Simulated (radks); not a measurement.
Isoelectronic series with 15 electrons, all held in the configuration [Ne] 3s2 3p3, which need not be the ground one along the series. Method: scalar-relativistic Kohn-Sham, LDA (Slater exchange, Perdew-Wang correlation), spin-polarised, spherical densities, point nucleus; open shells are filled with parallel spins first (spin-orbit coupling, left out, can overturn this in heavy ions); computed with a radial shooting solver on a logarithmic mesh with Libxc functionals. Total energies (hartree) and mean radii <r> (bohr) (* marks an orbital that is empty in some or all of the ions):

ion    E (hartree)  3d down*  3d up*  3p down*   3p up  3s down   3s up  2p down
Se19+  -2220.65139    0.4389  0.4389    0.4853  0.4836   0.4954  0.4938   0.1692
Rb22+  -2675.92345    0.3885  0.3886    0.4331  0.4318   0.4439  0.4426   0.1531
Zr25+  -3175.92742    0.3486  0.3488    0.3909  0.3899   0.4018  0.4007   0.1398
Tc28+  -3721.38242    0.3162  0.3164    0.3561  0.3553   0.3667  0.3658   0.1285
Pd31+  -4313.08954    0.2893  0.2895    0.3269  0.3262   0.3370  0.3363   0.1189
In34+  -4951.93809    0.2666  0.2669    0.3020  0.3014   0.3115  0.3109   0.1105
Te37+  -5638.91311    0.2473  0.2475    0.2805  0.2801   0.2893  0.2888   0.1032
Cs40+   -6375.1041    0.2305  0.2307    0.2618  0.2614   0.2699  0.2694  0.09673
